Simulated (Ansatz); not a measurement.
Consider the substitution at a C–O bond: `[GeH3][O]C1CO1` + `O[SiH3]` → `[SiH3]OC1CO1` + `[OH][GeH3]`.

Calculated with Ansatz (gas phase, PBE0-D4/def2-TZVP geometries, no zero-point term in ΔE). CCSD(T)/CBS adds triple-zeta CCSD(T) − MP2 to the extrapolated MP2 energy (def2 sets, frozen cores). DFT in def2-TZVPP. B3LYP here is the variant with VWN-RPA as its local correlation; programs differ in this. For Ge outer-core shells are correlated without core-valence functions, which leaves a few kJ/mol of doubt a bond. Scalar relativity is left out up to krypton. Each species was taken in one conformer, which may not be the lowest.

`[GeH3][O]C1CO1`:

Cartesian coordinates in Å:
```
Ge 1.386 0.376 -1.176
O 0.395 -0.893 -0.395
C -0.243 -0.596 0.779
C -1.569 0.021 0.786
O -1.367 -1.369 1.049
H 1.967 -0.315 -2.410
H 0.470 1.558 -1.538
H 2.478 0.827 -0.190
H 0.426 -0.458 1.631
H -2.036 0.237 -0.171
H -1.908 0.612 1.634
```

`O[SiH3]`:

Cartesian coordinates in Å:
```
O 0.199 0.343 1.219
Si -0.221 -0.066 -0.321
H 1.123 0.282 1.462
H 0.458 0.800 -1.324
H -1.687 0.121 -0.406
H 0.128 -1.481 -0.629
```

`[SiH3]OC1CO1`:

Z-matrix (Å, degrees):
```
Si
O 1 1.662
H 1 1.483 2 111.7
H 1 1.481 2 103.8 3 118.8
H 1 1.486 2 111.6 3 -123.2
C 2 1.368 1 122.7 3 63.6
O 6 1.404 2 116.9 1 -3.4
C 6 1.456 2 121.8 1 66.7
H 6 1.088 2 111.9 1 -139.6
H 8 1.086 6 120.8 2 152.9
H 8 1.087 6 118.3 2 -2.0
```

`[OH][GeH3]`:

Cartesian coordinates in Å:
```
O -0.599 0.961 -0.775
Ge 0.103 -0.410 0.123
H -0.354 1.811 -0.402
H -0.402 -1.648 -0.622
H -0.390 -0.390 1.582
H 1.641 -0.324 0.094
```

```tsv
level	ΔE (kcal/mol)	difference from CCSD(T)/CBS
PBE-D4	-0.8	0.1
r2SCAN-D4	-0.8	0.1
PBE0-D4	-0.9	0.0
B3LYP-D4	-1.0	-0.1
ωB97X-V	-1.1	-0.2
ωB97M-V	-1.2	-0.3
B2PLYP	-0.8	0.1
PBE	-0.6	0.3
r2SCAN	-0.8	0.1
PBE0	-0.7	0.2
B3LYP	-0.6	0.3
HF/def2-TZVPP	-0.7	0.2
MP2/def2-TZVPP	-0.8	0.1
SCS-MP2/def2-TZVPP	-0.9	0.0
CCSD/def2-TZVPP	-0.9	0.0
CCSD(T)/def2-TZVPP	-0.9	0.0
HF/def2-QZVPP	-0.7	0.2
MP2/def2-QZVPP	-0.8	0.1
SCS-MP2/def2-QZVPP	-0.9	0.0
HF/CBS(def2)	-0.7	0.2
MP2/CBS(def2)	-0.8	0.1
CCSD/CBS(def2)	-0.9	0.0
CCSD(T)/CBS	-0.9	0
```

Largest T1 diagnostic among the species: 0.012.
